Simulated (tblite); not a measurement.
Compound: C7H7S (doublet state).
Geometry (GFN2-xTB, Å), atoms numbered from 1 in this order:
```xyz
15
C7H7S angstrom
C      3.2028    0.0034    0.2290
C      2.0435    0.2777    0.4042
C      0.6856    0.5756    0.5398
C      0.1165    1.2742    1.5309
S     -1.5276    1.6383    1.3020
C     -1.5113    0.9620   -0.4207
C     -0.3220   -0.0031   -0.4631
C     -0.7236   -1.4274   -0.0930
H      4.2180   -0.2295    0.1073
H     -2.4701    0.4774   -0.5899
H     -1.3919    1.7951   -1.1138
H      0.1389    0.0008   -1.4559
H     -1.2046   -1.4376    0.8835
H     -1.4152   -1.8334   -0.8292
H      0.1568   -2.0653   -0.0531
```

Structure optimised with GFN2-xTB, isolated species. This method treats the open shell by occupation alone, without spin polarisation.

Masses are those of the commonest isotopes; rigid-rotor values at the optimised geometry. The values belong to one conformer with, in the numbering `[CH:1]#[C:2][C:3]1=[C:4][S:5][CH2:6][C@@H:7]1[CH3:8]`, C3–C4–S5–C6 -7°, C4–S5–C6–C7 22°, S5–C6–C7–C8 91°, C2–C3–C7–C6 -156°.

**Question.** What are A, B and C (GHz)?

**Answer.** Ia = 164.37, Ib = 373.40, Ic = 477.61 u·Å²; 505379 MHz·u·Å²/I gives 3075, 1353 and 1058 MHz, that is A = 3.0746, B = 1.3535, C = 1.0582 GHz.

**Question.** What kind of rotor is it?

**Answer.** An asymmetric top. Ray's parameter κ = (2B − A − C)/(A − C) = -0.707; −1 is the prolate and +1 the oblate limit.

**Question.** What does the inertial defect say?

**Answer.** Not planar: Δ = Ic − Ia − Ib = -60.17 u·Å². For a rigid frame Δ = −2 Σ m c², so Σ m c² = 30.08 u·Å² lies off the ab plane: 9.55 from hydrogen and 20.53 from heavier atoms. The atom farthest from that plane is 1.91 Å away.

**Question.** Give the other two planar moments, Paa and Pbb, and the rms extents of the mass along the axes.

**Answer.** Paa = Σ m a² = (Ib + Ic − Ia)/2 = 343.32 and Pbb = Σ m b² = (Ia + Ic − Ib)/2 = 134.29 u·Å². With the mass M = 123.03 u, the rms extents √(P/M) along a, b and c are 1.67, 1.04, 0.49 Å.

For this open shell read J as N, the rotation without spin; fine and hyperfine splittings come on top. Its GFN2-xTB frequencies are all real (lowest 83 cm⁻¹). Zero-point vibration and centrifugal distortion are left out.

These are computed values.
